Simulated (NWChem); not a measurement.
A series in which one site is exchanged, each optimised at PBE0/def2-SVP with NWChem, gas phase unless a solvent is named. Low-valent species are run as closed-shell singlets; no triplet was tried in these runs. Some are not confirmed as minima by frequencies. def2 effective core potentials on Sn, I; no spin-orbit coupling.

A: [SiH3][Sn][Cl] (SnSiH$_{3}$Cl; site = Cl)
B: [SiH3][Sn][Br] (SnSiH3Br; site = Br)
C: [F][Sn][SiH3] (SnSiH$_{3}$F; site = F)
D: [SiH3][Sn][I] (SnSiH₃I; site = I)

**Question.** Rank them by dipole (D), PBE0/def2-SVP, lowest first.

**Answer.** D (2.37), B (2.55), A (2.63), C (2.70)
